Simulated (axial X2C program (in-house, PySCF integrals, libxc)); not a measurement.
How long does LiW⁺ take?

A bond scan computed with an axial X2C code built on PySCF integrals. Basis: W dyall-cv3z [13s14p9d7f4g], Li dyall-cv3z [7s8p2d] (cores contracted in-house).

The run was started with this input:
```json
{"zs": [74, 3], "q": 1, "bas": ["dyall-cv3z", "dyall-cv3z"], "levels": ["PBE0", "HF", "BLYP"], "cc": true, "r0": 2.7, "thr": -1.0, "nmax": 90, "npts": 10, "nst": 2, "ntry": 6}
```
```bash
python so2c.py task.json out
```

Keys: zs atomic numbers; q charge; bas basis sets; levels methods; cc coupled cluster on or off; r0 starting distance in Å; thr threshold in hartree for freezing inner shells (an s shell follows its p shell); nmax most natural virtual spinors; npts points on the curve; nst determinants followed; ntry starts of the search. HF also brings MP2.

Hardware: 1 thread of Arm Neoverse V1 (shared host).

Wall time of one point of each curve, integrals apart:

```csv
Hamiltonian,level,points,seconds a point
spin-free,PBE0,10,1.2
spin-free,HF,10,0.77
spin-free,"CCSD(T) (6 electrons, 46 virtuals)",7,1.4
spin-free,BLYP,10,0.62
2c,PBE0,10,1.7
2c,HF,10,1.8
2c,"CCSD(T) (6 electrons, 47 virtuals)",7,2.9
2c,BLYP,10,0.89
```

The rest:

Search with its distance optimisation 78 s, atoms 44 s, whole task 230 s. Coupled cluster runs on the points near the minimum only. The program drops outer points, and coupled cluster, when its time limit (not in the input) nears; MP2, further determinants and curves that did not converge are not in the table.
